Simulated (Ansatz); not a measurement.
Input file for CH3ClFNOSi, SMILES `NC(=O)[SiH](F)Cl`:

```yaml
crystal:
  periodic: [false, false, false]
  atoms:
    - {symbol: N, position_ang: [-0.235155, -1.465225, 0.552220]}
    - {symbol: C, position_ang: [0.309565, -0.239511, 0.694361]}
    - {symbol: O, position_ang: [0.916412, 0.128374, 1.683189]}
    - {symbol: Si, position_ang: [0.140418, 1.021213, -0.721218]}
    - {symbol: F, position_ang: [-0.407028, 0.276789, -2.025096]}
    - {symbol: Cl, position_ang: [-1.206286, 2.443710, -0.184294]}
    - {symbol: H, position_ang: [-0.712829, -1.730002, -0.291145]}
    - {symbol: H, position_ang: [-0.150871, -2.134221, 1.302349]}
    - {symbol: H, position_ang: [1.434173, 1.652572, -1.027568]}
basis:
  gaussian: {orbitals: def2-TZVPP}
correlation: {method: ccsd_t}
```

```sh
$ ansatz run in.yaml --threads 4 --pin off --events-out ev --progress --plain --max-ram 10444MiB
```

Log, shortened:

```
Functional definition: HF
1533 factors; integrals over basis functions are off by at most 9.8e-4 eV
mean field evaluation 1: about -27671.0410 eV, gradient 4.8e1 eV
mean field evaluation 2: about -27671.3587 eV, gradient 4.9e1 eV
mean field evaluation 4: about -27675.9857 eV, gradient 5.0e0 eV
mean field evaluation 8: about -27676.0860 eV, gradient 6.2e-1 eV
mean field evaluation 16: about -27676.0886 eV, gradient 6.8e-6 eV
mean field -27676.08860197 eV, -1017.0774965959 hartree, gradient 6.8e-6 eV, S^2 0.000000; 0 other end points of the search recorded, 0 dependent functions left out
14 core orbitals not correlated: weight in the atoms' cores, before any rotation towards them, 1.000 or more for the frozen orbitals, at most 0.000 for the correlated occupied ones
reference -27676.08860197 eV, -1017.0774965959 hartree; 18, 18 occupied and 218, 218 virtual orbitals, 1533 factors
second order -31.13657293 eV of doubles, -0.00000000 eV of singles
cycle   1  -31.04232509 eV  change    9.4e-2 eV  update   1.3e-1
cycle   2  -31.76158041 eV  change   -7.2e-1 eV  update   4.2e-2
cycle   3  -31.95655768 eV  change   -1.9e-1 eV  update   2.2e-2
cycle   4  -31.94064750 eV  change    1.6e-2 eV  update   6.2e-3
cycle   5  -31.93259499 eV  change    8.1e-3 eV  update   3.0e-3
cycle   6  -31.93466488 eV  change   -2.1e-3 eV  update   9.9e-4
cycle   7  -31.93441827 eV  change    2.5e-4 eV  update   3.4e-4
cycle   8  -31.93418987 eV  change    2.3e-4 eV  update   1.1e-4
cycle   9  -31.93422558 eV  change   -3.6e-5 eV  update   5.5e-5
cycle  10  -31.93424859 eV  change   -2.3e-5 eV  update   2.1e-5
perturbative correction -1.29808123 eV, -0.0477036052 hartree
Total energy: -27709.32093179 eV, -1018.2987621911 hartree
```

Run time 3.3 min (4 threads of an Arm Neoverse V2 on a shared host); peak host memory 5.4 GiB.

MP2 recovers 93.7 % of the CCSD(T) correlation energy and the triples give 3.9 %; T1 = 0.0145.
